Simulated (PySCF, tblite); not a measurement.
Isomers of C8H13PS, one GFN2-xTB conformer each. Single-point energies are computed at PBE0/pcSseg-1 (PySCF, gas phase, no added dispersion term), electronic only.

| SMILES | GFN2-xTB relative energy (kJ/mol) |
| --- | --- |
| C=CC1=C(C)C[P@](C)(=S)C1 | 0.0 |
| CC(C)(C)Pc1ccsc1 | 44.2 |

Conformers: `[CH2:1]=[CH:2][C:3]1=[C:4]([CH3:5])[CH2:6][P@:7]([CH3:8])(=[S:9])[CH2:10]1` with C1–C2–C3–C4 170°, C3–C4–C6–P7 -19°, C4–C6–P7–C8 -81°, C6–P7–C10–C3 -24°, C2–C3–C10–P7 -163°; `[CH3:1][C:2]([CH3:3])([CH3:4])[PH:5][c:6]1[cH:7][cH:8][s:9][cH:10]1` with C2–P5–C6–C7 89°.

What does PBE0/pcSseg-1 give for the same structures?

| SMILES | PBE0/pcSseg-1 E (Eh) | PBE0/pcSseg-1 (kJ/mol) | GFN2-xTB (kJ/mol) | point group |
| --- | --- | --- | --- | --- |
| C=CC1=C(C)C[P@](C)(=S)C1 | -1051.51401 | 0.0 | 0.0 | C1 |
| CC(C)(C)Pc1ccsc1 | -1051.49041 | 62.0 | 44.2 | C1 |

Both levels put the same isomer lowest. As drawn, the lower has a C=C bond outside aromatic rings, which the higher lacks; the higher has an aromatic ring, which the lower lacks.

Which frontier levels, dipoles and rotational constants go with these structures?

```csv
SMILES,"HOMO (eV, PBE0/pcSseg-1)",LUMO (eV),dipole (D),"A, B, C (MHz)"
C=CC1=C(C)C[P@](C)(=S)C1,-6.35,-1.09,5.09,"1577, 647.2, 546.1"
CC(C)(C)Pc1ccsc1,-6.54,-0.61,1.23,"2145, 551.9, 541.1"
```

What happens when harmonic zero-point energies from GFN2-xTB frequencies are added?

```csv
SMILES,ZPE (kJ/mol),electronic (kJ/mol),with ZPE (kJ/mol)
C=CC1=C(C)C[P@](C)(=S)C1,484.4,0.0,0.0
CC(C)(C)Pc1ccsc1,485.9,62.0,63.5
```

The zero-point energies span 1.5 kJ/mol. The order is unchanged.
